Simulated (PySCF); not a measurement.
Compound: Zr(NH2)4 (singlet state).
Bonds: Zr1–N2, Zr1–N5, Zr1–N8, Zr1–N11. Hydrogens: H3, H4 on N2; H6, H7 on N5; H9, H10 on N8; H12, H13 on N11.

The calculation used PySCF, PBE0-D3(BJ)/def2-SVP geometry optimisation, gas phase, def2 core potentials past Kr.

(1) Give the optimised bond lengths and angles.

Answers

(1) 
```
                   bond  length (Å)
Zr1–N2 and 3 like bonds       2.048
 N2–H3 and 7 like bonds       1.018
```

Bonds in one row agree within 0.01 Å and their mean is given. A selection of angles:
```
     angle  degrees
 N2–Zr1–N5    109.5
 N5–Zr1–N8    107.9
N8–Zr1–N11    110.9
 Zr1–N2–H3    123.5
 Zr1–N2–H4    128.5
  H3–N2–H4    107.8
```

All 4 N–Zr bonds measure 2.047 to 2.049 Å. Zr1 (zirconium bonded to 4 N) is tetrahedral (angles from 107.9° to 110.9°). N2 (nitrogen bonded to Zr and 2 H) is planar (angles 128.5°, 123.5° and 107.8°, sum 359.8°, 0.03 Å off the plane of its three neighbours).

Point group: near S4, missed by 0.17 Å at most; the miss may be what the optimiser left on a soft mode. No PBE0-D3(BJ)/def2-SVP frequencies stand behind this structure, so it isn't proved a minimum.

Hardware: AMD EPYC 7R43, one thread, on a shared host. Cost: 3.6 min, 0.54 GiB resident at most. This is the geometry optimisation.
